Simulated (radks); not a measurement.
Ionisation of neutral thallium, [Hg] 6p1, to [Hg] as the strength of local exchange is varied. All-electron calculation, scalar-relativistic Kohn-Sham, Slater X-alpha exchange (alpha = 2/3 is LDA exchange), no correlation, spin-polarised, spherical densities, finite nucleus; open shells are filled with parallel spins first (spin-orbit coupling, left out, can overturn this in heavy ions); Fermi nuclear charge, rms radius 5.4759 fm. Program: a radial shooting solver on a logarithmic mesh with Libxc functionals.

| alpha | E(Tl) (hartree) | exchange (hartree) | IE (eV) | -e of the level emptied (eV) | <r> of it (bohr) |
|---|---|---|---|---|---|
| 0.609 | -20190.0679 | -327.1899 | 4.382 | 1.846 (6p) | 4.110 |
| 0.666 | -20220.8982 | -358.3889 | 4.717 | 2.130 (6p) | 3.966 |
| 0.667 | -20221.4396 | -358.9371 | 4.723 | 2.135 (6p) | 3.964 |
| 0.792 | -20289.2253 | -427.7030 | 5.499 | 2.816 (6p) | 3.699 |
| 0.819 | -20303.8983 | -442.6182 | 5.674 | 2.974 (6p) | 3.649 |
| 0.82 | -20304.4419 | -443.1710 | 5.680 | 2.980 (6p) | 3.647 |
| 0.873 | -20333.2775 | -472.5145 | 6.031 | 3.299 (6p) | 3.555 |
| 0.994 | -20399.2700 | -539.8226 | 6.868 | 4.076 (6p) | 3.371 |

NIST Atomic Spectra Database: 6.108 eV (measured). The Delta-SCF value meets it near alpha = 0.88. Open shells are spherical and high-spin; term and fine-structure splittings are not resolved. Spin-orbit splitting is averaged out at the scalar-relativistic level.
